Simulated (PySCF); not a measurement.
## Calculated properties of `CC1=COC=C[C@@H]1F`

Compound: C6H7FO.
SMILES with atom numbers: `[CH3:1][C:2]1=[CH:3][O:4][CH:5]=[CH:6][C@@H:7]1[F:8]` (hydrogens: H9, H10, H11 on C1; H12 on C3; H13 on C5; H14 on C6; H15 on C7)

Among its groups: C=C double bond, ether and C–F bond.

GFN2-xTB geometry:

- Point group of the GFN2-xTB geometry: C1
- Rotational constants A, B, C of the GFN2-xTB geometry: 2.992, 2.183, 1.384 GHz

PBE0/def2-SVPD ground state and vertical TDDFT (core frozen in the response) (PySCF):

* Dipole moment: 1.78 D
* HOMO energy: -6.90 eV
* LUMO energy: -0.07 eV
* HOMO–LUMO gap: 6.83 eV
* Lowest singlet excitation: 5.82 eV (213 nm, f = 0.077)
* Strongest line among the 6 lowest singlet transitions: S1 at 5.82 eV (213 nm, f = 0.077)
* Lowest triplet excitation (Tamm–Dancoff): 4.22 eV
* Static isotropic polarisability: 72.3 au
* Electronic spatial extent ⟨r²⟩ about the centre of nuclear charge: 871 bohr²

**PBE0/pcSseg-1 ground state and GIAO shieldings, non-relativistic (PySCF)**

- Lowest Hirshfeld atomic charge: -0.15 e on F8
- Highest Hirshfeld atomic charge: +0.06 e on H12/H13
- 13C chemical shifts (computed TMS as zero) by class: 151.0 (C5), 145.7 (C3), 118.8 (C2), 107.4 (C6), 84.2 (C7), 18.5 (C1) ppm
- 1H chemical shifts (computed TMS as zero) by class: 6.99 (H13), 6.82 (H12), 5.77 (H15), 5.57 (H14), 2.01 (H9/H10/H11) ppm
- Isotropic shieldings of nuclei other than C and H, by class: 138 (O4), 316 (F8) ppm
- Mayer bond orders between heavy atoms: C1–C2 1.06, C2–C3 1.77, C3–O4 1.00, O4–C5 1.03, C5–C6 1.79, C6–C7 1.05, C7–F8 0.86, C7–C2 1.01

B3LYP/pcJ-1 indirect spin-spin coupling, non-relativistic, gas phase; spin–dipole term left out for some pairs (PySCF):

- Largest of the computed one-bond spin–spin couplings (means over like bonds): 19F–13C -218.5 (F8–C7), 13C–1H +196.7 (C5–H13), 13C–1H +196.5 (C3–H12), 13C–1H +175.5 (C6–H14), 13C–1H +166.7 (C7–H15), 13C–1H +134.1 (C1–H9 and 2 like it), 13C–13C +87.4 (C2–C3), 13C–13C +83.8 (C5–C6) Hz

Monoisotopic mass from the formula: 114.0481 u.

The polarisability is 10.71 Å³ as a volume (1 au = 0.148185 Å³), or 1.20 au for each of the 60 electrons. No computed singlet falls in the visible range (750 to 380 nm, 1.65 to 3.26 eV); S1 lies 2.56 eV above its blue end. A dipole of 1.78 D is allowed in C1, and pure rotational transitions are dipole-allowed. With B = h/(8π²I), that is 505.379 GHz u Å² over I, the principal moments of inertia are 168.9, 231.5 and 365.3 u Å² (most abundant isotopes); the inertial defect Ic − Ia − Ib is -35.1 u Å² (zero for a rigid planar frame, negative otherwise). The 6 singlets span 5.82 to 7.47 eV, and their oscillator strengths add up to 0.21. S1 lies 1.01 eV below the HOMO–LUMO gap; its leading configuration is HOMO→LUMO, weight 0.98.

Geometry: GFN2-xTB; no solvent or vibrations. NMR classes are plain means over equivalent atoms (diastereotopic ones count apart unless rotation or inversion swaps them), as if these changed places fast; in this geometry the members of some classes differ.
